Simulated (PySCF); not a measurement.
## Basis and Hamiltonian dependence of the ionisation energy of Au⁺

Au⁺ [Xe] 4f14 5d10 (1S) → Au²⁺ [Xe] 4f14 5d9 (2D). Calculated with PySCF 2.14 from differences of total energies of unrestricted determinants, without spin-orbit coupling. Values in eV.

| basis | Hamiltonian | functions | UHF | LDA | PBE0 | MP2 (valence) | CCSD(T) (valence) | CCSD(T) (valence and next inner shell) |
| --- | --- | --- | --- | --- | --- | --- | --- | --- |
| def2-SVP with the def2 core potential (60 electrons) | ECP | 32 | 19.060 | n/a | 20.802 | 20.530 | n/a | n/a |
| cc-pVDZ-PP with ECP60MDF | ECP | 38 | 18.991 | 21.386 | n/a | 20.508 | n/a | n/a |
| def2-TZVP with the def2 core potential (60 electrons) | ECP | 40 | 19.053 | n/a | n/a | 20.662 | n/a | n/a |
| aug-cc-pVDZ-PP with ECP60MDF | ECP | 54 | 18.991 | 21.385 | 20.778 | 20.755 | 20.520 | n/a |
| def2-TZVPPD with the def2 core potential (60 electrons) | ECP | 59 | 18.984 | 21.405 | 20.782 | 20.865 | 20.617 | 20.549 |
| ANO-RCC-VDZP | spin-free X2C | 59 | 19.400 | n/a | n/a | 21.231 | 20.950 | n/a |
| aug-cc-pwCVDZ-PP with ECP60MDF | ECP | 70 | 18.974 | 21.375 | 20.761 | 20.797 | 20.539 | 20.423 |
| ANO-RCC-VTZP | spin-free X2C | 84 | 18.923 | 21.405 | 20.718 | 20.822 | 20.585 | 20.567 |
| aug-cc-pVTZ-PP with ECP60MDF | ECP | 88 | 18.929 | 21.356 | 20.727 | 20.902 | 20.651 | n/a |
| def2-QZVPPD with the def2 core potential (60 electrons) | ECP | 88 | 18.974 | 21.393 | 20.769 | 20.937 | 20.683 | 20.625 |
| x2c-TZVPPall | spin-free X2C | 97 | 18.966 | 21.453 | 20.758 | 20.815 | 20.581 | 20.558 |
| x2c-TZVPPall with one added diffuse shell each of s, p, d, f type | spin-free X2C | 113 | 18.960 | 21.448 | 20.753 | 20.830 | 20.596 | 20.575 |
| aug-cc-pVTZ-PP with one added diffuse shell each of s, p, d, f, g type with ECP60MDF | ECP | 113 | 18.928 | 21.356 | 20.726 | 20.905 | n/a | n/a |
| aug-cc-pwCVTZ-PP with ECP60MDF | ECP | 122 | 18.918 | 21.350 | 20.721 | 20.908 | 20.652 | n/a |

Frozen in the all-electron rows: valence: [Xe] 4f14; valence and next inner shell: [Kr] 4d10 4f14; with a core potential, the same shells as far as they lie outside it.

At UHF, ANO-RCC-VDZP lies more than 0.3 eV from the median of the rows with comparable relativity. Sets contracted for the neutral atom can be stiff in a shell that they treat as core.

Between the lowest levels the reference is 20.203 ± 0.025 eV (measured; NIST Atomic Spectra Database, ionization energies); it includes spin-orbit coupling, which these numbers lack.
